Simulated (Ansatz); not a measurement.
Q: Name a neutral molecule of C, Cl, Ga and H with HOMO–LUMO gap (PBE/def2-TZVPP) between 4.25 and 4.55 eV and HOMO–LUMO gap (ωB97M-V/def2-TZVPP) between 10.30 and 10.60 eV (Ansatz, PBE0-D4/def2-TZVP geometry).

A: `[CH3][GaH][CH2]Cl` (4.53 eV, 10.47 eV). Other molecules can fit too; these were computed, each in one conformer that needn't be the lowest.
